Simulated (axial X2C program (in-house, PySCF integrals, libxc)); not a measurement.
**MnO⁻: the levels of the configuration d5 s1 p(π)0**

Computed with an axial X2C code built on PySCF integrals: two-component X2C with atomic mean-field Coulomb and Gaunt terms, basis Mn dyall-v3z, O dyall-av3z (cores contracted in-house). Orbitals come from Hartree–Fock averaged over the configuration Mn d5 s1 p(π)0; CI then distributes these electrons over the d, s, p(π) shells of Mn.

R = 1.650 Å (near the minimum of the configuration average).

Lowest levels of this model:

```tsv
Ω	energy (cm⁻¹)	g∥	configuration
0	0	0.00	100% d5 s1
1	0	4.00	100% d5 s1
2	0	8.01	100% d5 s1
3	0	12.01	100% d5 s1
0	4565	0.00	95% d5 s1
1	4565	4.00	95% d5 s1
2	4566	8.01	95% d5 s1
3	19625	10.01	89% d5 p(π)1 + 6% d6
2	19633	6.00	89% d5 p(π)1 + 6% d6
1	19641	2.00	89% d5 p(π)1 + 6% d6
0	19650	0.00	89% d5 p(π)1 + 6% d6
0	19651	0.00	89% d5 p(π)1 + 6% d6
1	19661	6.01	89% d5 p(π)1 + 6% d6
2	20053	10.01	98% d5 p(π)1
0	20061	0.00	98% d5 p(π)1
0	20061	0.00	98% d5 p(π)1
3	20075	10.01	98% d5 p(π)1
4	20080	14.01	98% d5 p(π)1
4	25418	11.99	97% d5 s1
3	25477	7.99	97% d5 s1
0	25702	0.00	97% d5 s1
0	25702	0.00	97% d5 s1
```

g∥ is the magnitude of 2⟨Lz + ge Sz⟩ for the +Ω component.

This point took 2.1 s on 1 thread of Intel(R) Xeon(R) Processor @ 2.70GHz, on a shared host.

There is no dynamic correlation: spin–orbit spacings and, for f shells, spacings inside one term are the most reliable numbers, splittings between terms come out too wide, and energies between configurations are not reliable, so the lowest level need not be the ground state of the molecule. For d shells the ligand-field splittings (σ, π, δ) and their order can be off by a thousand cm⁻¹ or more. At most 4 roots were kept for each Ω > 0 (twice that for Ω = 0) within 3.2 eV of the lowest, so higher up levels can be missing between those listed; levels with Ω > 0 are doubly degenerate and listed once, Ω = 0 levels singly. Some active spinors are only partly of the character that their shell is named for, so the shell names and counts are nominal. States that fill the shells left empty in the average are placed too high. For an anion, levels above electron detachment are held by the basis set. Along the bond the averaged SCF switches between close solutions, so this one may not be the lowest.
